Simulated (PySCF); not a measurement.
## Dipole response of Ge²⁺ (germanium, charge +2)

[Ar] 3d10 4s2, closed-shell 1S. Calculation: PySCF 2.14, in aug-cc-pVTZ-PP with one added diffuse shell each of s, d, f type with ECP10MDF (7s5p5d3f, 68 functions); scalar relativity through the core potential. Coupled (time-dependent) response in atomic units; α is the mean over directions.

```
   method  mean α (bohr³)  C₆ (like pair)  S(−4)
      UHF           11.96           46.64  69.68
      PBE           10.23           37.79  49.56
     PBE0           10.67           39.98  54.39
BHandHLYP           10.72           40.09  55.19
  wB97X-V           10.90           41.18  56.96
```

S(−4) is the Cauchy moment in α(ω) = α(0) + S(−4) ω² + …

α(iu) at BHandHLYP:

| u (hartree) | α(iu) (bohr³) |
| --- | --- |
| 0 | 10.72 |
| 0.0500 | 10.58 |
| 0.100 | 10.19 |
| 0.200 | 8.907 |
| 0.300 | 7.387 |
| 0.500 | 4.872 |
| 0.750 | 3.043 |
| 1.00 | 2.073 |
| 1.50 | 1.164 |
| 2.00 | 0.7593 |
| 3.00 | 0.4039 |
| 5.00 | 0.1706 |

A single London oscillator, α(iu) = α/(1 + u²/ω²), gives C₆ = (3/4) ω α². Matching the computed C₆ needs ω = 4 × 40.09 / (3 × 10.72²) = 0.465 hartree.

For an ion, C₆ is the dispersion term alone; charge-induced terms of lower order in 1/R come first.

Energies and moments cover only the electrons outside the core potential.
